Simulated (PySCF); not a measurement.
## SiMe2(NEt2)2: computed shieldings and shifts

SiMe2(NEt2)2, C10H26N2Si, point group C1.

Bonds: Si1-C2, Si1-C6, Si1-N10, Si1-N25, N10-C11, N10-C13, C11-C12, C13-C14, N25-C26, N25-C28, C26-C27, C28-C29. C2 carries H3, H4, H5; C6 carries H7, H8, H9; C11 carries H15, H16; C12 carries H17, H18, H19; C13 carries H20, H21; C14 carries H22, H23, H24; C26 carries H30, H31; C27 carries H32, H33, H34; C28 carries H35, H36; C29 carries H37, H38, H39.

GIAO calculations in PySCF 2.14 on the PBE0-D3(BJ)/def2-SVP structure: isolated species, non-relativistic, equivalent atoms averaged; basis pcSseg-1.

Q: Give the isotropic shieldings (ppm) with PBE0, wB97X-D.

A: 
```
                                          atoms                          environment   PBE0  wB97X-D
                                            Si1           silicon bonded to 2 C, 2 N  352.9    352.3
                                        N10/N25           nitrogen bonded to 2 C, Si  211.0    214.9
                                C11/C13/C26/C28           carbon bonded to C, N, 2 H  145.5    145.8
                                C12/C14/C27/C29              carbon bonded to C, 3 H  168.5    168.1
                                          C2/C6             carbon bonded to Si, 3 H  184.2    184.2
                H15/H16/H20/H21/H30/H31/H35/H36  hydrogen on a carbon bonded to C, N  28.61    28.80
H17/H18/H19/H22/H23/H24/H32/H33/H34/H37/H38/H39     hydrogen on a carbon bonded to C  30.35    30.44
                              H3/H4/H5/H7/H8/H9    hydrogen on a carbon bonded to Si  31.19    31.31
                             HOMO–LUMO gap (eV)                                    –   6.89    10.49
```

Q: And the chemical shifts, against references computed in the same way?

A: 
| atoms | nucleus, reference | PBE0 | wB97X-D |
| --- | --- | --- | --- |
| Si1 | ²⁹Si, TMS | -1.0 | 0.6 |
| N10/N25 | ¹⁵N, NH3 | 54.6 | 49.1 |
| C11/C13/C26/C28 | ¹³C, TMS | 38.9 | 38.7 |
| C12/C14/C27/C29 | ¹³C, TMS | 15.9 | 16.5 |
| C2/C6 | ¹³C, TMS | 0.2 | 0.4 |
| H15/H16/H20/H21/H30/H31/H35/H36 | ¹H, TMS | 2.66 | 2.58 |
| H17/H18/H19/H22/H23/H24/H32/H33/H34/H37/H38/H39 | ¹H, TMS | 0.92 | 0.94 |
| H3/H4/H5/H7/H8/H9 | ¹H, TMS | 0.08 | 0.07 |

Q: Which part of the shielding of Si1 depends on the functional?

A: Diamagnetic: PBE0 889, wB97X-D 889 ppm; paramagnetic: PBE0 -536, wB97X-D -536 ppm. The diamagnetic part, set mainly by inner electrons, hardly moves; the paramagnetic part goes with low-lying magnetically allowed excitations and carries the spread.

Experimental scales use liquid or dissolved standards, which lie at an offset from isolated NH3 (liquid NH3: subtract about 20 ppm).
